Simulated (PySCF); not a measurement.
Precursor series Mo Cl-F. Gas-phase values, no solvent.

Computed with B3LYP-D3(BJ)/def2-TZVP // TPSS-D3(BJ)/def2-SVP run with PySCF. B3LYP has the VWN-RPA correlation part, as in Gaussian. 

| species | mean distance from the central atom to its bonded neighbours (Å) |
|---|---|
| 0 of 6 Cl replaced by F ([Mo(Cl)6]) | 2.314 |
| 3 of 6 Cl replaced by F ([Mo(Cl)3(F)3]) | ? |
| 4 of 6 Cl replaced by F | 1.996 |
| 6 of 6 Cl replaced by F ([Mo(F)6]) | 1.839 |

Question: Complete the blanks.

Answer: 
- 3 of 6 Cl replaced by F ([Mo(Cl)3(F)3]), mean distance from the central atom to its bonded neighbours (Å): 2.076
